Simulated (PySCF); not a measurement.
**Correlation energy of Te (tellurium, neutral)**

[Kr] 4d10 5s1 5p5, 5s spin antiparallel (an excited configuration). All numbers are calculated (PySCF 2.14, the spin-free X2C one-electron Hamiltonian (Gaussian nucleus), in ANO-RCC-VTZP). Frozen: [Kr] 4d10; 6 electrons correlated.

MP2 pair energies summed by pair of shells (mhartree):

```
 pair  energy  share (%)
5p-5p  -99.70       74.1
5s-5p  -34.92       25.9
```

Total MP2 correlation energy: -134.62 mhartree.

Same-spin part -21.95 and opposite-spin part -112.68 mhartree; SCS-MP2 scales them by 1/3 and 6/5 to -142.53 mhartree.
